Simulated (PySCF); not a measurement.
GeF₃Br, SMILES [F][Ge]([F])([Br])[F]. The structure is a stationary point at PBE0-D3(BJ)/def2-SVP.

Computed equilibrium geometry at PBE0-D3(BJ)/def2-SVP (PySCF confirms it by a frequency run) as Cartesian coordinates in Å, and its point group:
point group C3v.
```xyz
5

F     -1.3731    -0.7928     1.2854
Ge     0.0000     0.0000     0.6525
F      1.3731    -0.7928     1.2854
F      0.0000     1.5855     1.2854
Br     0.0000     0.0000    -1.5881
```
Charge 0, spin multiplicity 1.
